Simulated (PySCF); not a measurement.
Computed shifts of a molecule CH5ClOSi, PBE0/pcSseg-1 (PySCF), GIAO, gas phase, equivalent atoms averaged, in ppm (number of nuclei): ²⁹Si: -6.3 (1). ¹³C: 57.4 (1). ¹H: 5.81 (1), 5.65 (1), 4.21 (3). References: ²⁹Si against TMS (σ = 352.7 ppm); ³⁵Cl against HCl (σ = 945.9 ppm); ¹⁷O against H2O (σ = 334.2 ppm); ¹³C against TMS (σ = 186.3 ppm); ¹H against TMS (σ = 31.56 ppm), references at their B3LYP-D3(BJ)/def2-TZVP geometries, non-relativistic (without spin–orbit terms, shifts of atoms bonded to Cl or Br come out too high). Geometry optimised at PBE-D3(BJ)/def2-SVP. The values are those of a single conformer.

Pick the molecule that these values belong to.
A) OC[SiH2]Cl
B) C[Si@H](O)Cl
C) CO[SiH2]Cl

C, CO[SiH2]Cl
